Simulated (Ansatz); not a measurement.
Two isomers of C2H7NSi: A = `C[SiH2]C=N`, B = `C1C[SiH2]N1`.

Isolated molecules relaxed with PBE0-D4/def2-TZVP in Ansatz; ΔE leaves out vibrations. CCSD(T)/CBS adds triple-zeta CCSD(T) − MP2 to the extrapolated MP2 energy (def2 sets, frozen cores). DFT in def2-TZVPP. B3LYP here is the variant with VWN-RPA as its local correlation; programs differ in this. Each species was taken in one conformer, which may not be the lowest.

(1) Which is lower in electronic energy at CCSD(T)/CBS, and by how much? (Best estimate.)

(2) Give E(B) − E(A) in kJ/mol with PBE0-D4, MP2/def2-TZVPP, CCSD(T)/def2-TZVPP, PBE-D4, CCSD/def2-TZVPP, B3LYP, LDA (SPW92). (Best estimate.)

(3) Does the order hold for the free energy at 298.15 K (harmonic terms from PBE0-D4)? (Estimate.)

Largest T1 diagnostic: 0.012.

Answers

(1) Ansatz gave: B, by 39.8 kJ/mol.

(2) Ansatz gave: PBE0-D4 -51.3, MP2/def2-TZVPP -49.6, CCSD(T)/def2-TZVPP -35.6, PBE-D4 -37.4, CCSD/def2-TZVPP -38.5, B3LYP -26.5, LDA (SPW92) -69.6. None reverses the order clearly.

(3) Ansatz gave: Yes: G(B) − G(A) = -26.7 kJ/mol, for one conformer each.

Leaving LDA and LC-ωPBE aside and taking each functional with its dispersion term where it has one, the values, not all of them listed here, spread over 42.2 kJ/mol, from PBE-QIDH to BLYP-D4. LDA lies −34.2 kJ/mol from PBE without D4. From r2SCAN to r2SCAN0 (25 % exact exchange), in def2-TZVPP and without D4, E(B) − E(A) moves by −11.8 kJ/mol.
